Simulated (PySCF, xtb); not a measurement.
C₃H₅BN₂O, SMILES CB(O)/C=N\C#N. Other conformers were not sampled.

Harmonic wavenumbers (cm⁻¹) from xtb with GFN2-xTB at its own minimum, in rising order: 22, 87, 102, 177, 244, 309, 334, 444, 555, 609, 652, 715, 818, 877, 885, 916, 1024, 1139, 1304, 1349, 1382, 1474, 1481, 1695, 2328, 2928, 3016, 3032, 3060, 3586.

What does PBE-D3(BJ)/def2-SVP run with PySCF give at its own minimum? (An estimate is asked for; the answer gives what the named calculation found.)

28, 130, 140, 224, 243, 359, 383, 433, 543, 628, 666, 716, 815, 841, 913, 953, 985, 1191, 1274, 1330, 1355, 1376, 1421, 1636, 2207, 2955, 2972, 3042, 3088, 3696. Paired by order, the mean absolute difference is 37 cm⁻¹ and the zero-point energies are 52.2 and 52.2 kcal/mol.
